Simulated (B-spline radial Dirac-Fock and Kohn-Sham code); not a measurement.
These are calculated numbers from a radial B-spline solver; the model is Dirac-Fock energy differences between relaxed states, corrected for Breit and QED terms. The model has no electron correlation.

**Question.** Identify the element and charge state from the binding energies below (tabulated ground configuration; the least bound level is included).

```tsv
level	binding energy (eV)
L1	2395.0
L2	2189.8
L3	2129.9
M1	613.4
M2	537.6
M3	527.4
M4,5	403.5
```

**Answer.** Rb¹²⁺: Z = 37 with 25 electrons, [Ar] 3d7.

**Question.** Identify the element and charge state from the binding energies below (tabulated ground configuration; the least bound level is included).

| level | binding energy (eV) |
| --- | --- |
| K | 98260.6 |
| L1 | 23435.6 |
| L2,3 | 21322.7 |

**Answer.** Bi⁷⁴⁺: Z = 83 with 9 electrons, [He] 2s2 2p5. The hydrogen-like estimate √(E/Ry) = 85.0 for the K level lies 2.0 above Z (screening lowers it, relativity raises it); the outermost level, at 21322.7 eV, fixes the charge.

**Question.** Identify the element and charge state from the binding energies below (tabulated ground configuration; the least bound level is included).

```
level  binding energy (eV)
   2s               6017.1
2p3/2               5269.7
3d5/2                803.0
4p3/2                211.2
4d3/2                113.9
   5s                54.51
5p3/2                34.84
```

**Answer.** Ba²⁺: Z = 56 with 54 electrons, [Kr] 4d10 5s2 5p6.
